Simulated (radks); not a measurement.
The erbium ion Er+ inside a hard spherical wall (all orbitals vanish at R), configuration held at [Xe] 4f12 6s1 and not refilled when levels cross. Method: scalar-relativistic Kohn-Sham, r2SCAN, spin-polarised, spherical densities, finite nucleus; open shells are filled with parallel spins first (spin-orbit coupling, left out, can overturn this in heavy ions); meta-GGA in the generalised Kohn-Sham scheme; Fermi nuclear charge, rms radius 5.2516 fm; computed with a radial shooting solver on a logarithmic mesh with Libxc functionals. Eigenvalues in eV for spin up, with the zero of energy where the potential of the charges vanishes at infinity; a dash marks a level that is unbound or too diffuse for the functional's potential to be trusted. A positive occupied level is held by the wall or, in an anion where self-interaction has pushed it up, behind a barrier. The pressure on the wall is -dE/dV.

| R (bohr) | E (hartree) | kinetic (hartree) | e(5s) | e(5p) | e(4f) | e(6s) | e(5d, empty) | e(6p, empty) | pressure (GPa) |
|---|---|---|---|---|---|---|---|---|---|
| free | -13086.1840 | 14185.731 | -60.455 | -34.240 | -10.477 | -9.562 | -6.742 | -5.678 | 0 |
| 12 | -13086.1840 | 14185.731 | -60.454 | -34.239 | -10.476 | -9.562 | -6.741 | -5.672 | 0.000264 |
| 8 | -13086.1812 | 14185.757 | -60.327 | -34.115 | -10.351 | -9.435 | -6.614 | -5.246 | 0.130 |
| 5 | -13086.0821 | 14186.253 | -58.862 | -32.740 | -8.851 | -6.316 | -4.751 | 0.723 | 11.3 |
| 4 | -13085.8286 | 14187.344 | -56.939 | -30.953 | -6.692 | 0.328 | -1.698 | 10.971 | 69.7 |
| 3 | -13084.5388 | 14192.973 | -50.627 | -24.385 | 1.015 | 25.910 | 9.160 | 44.555 | 759 |
| 2 | -13073.3129 | 14235.684 | -16.577 | 16.113 | 37.994 | 160.52 | 66.332 | 198.18 | 18100 |
| 1.5 | -13038.1033 | 14352.720 | 70.250 | 118.70 | 104.50 | 442.03 | 193.69 | 499.22 | 146000 |
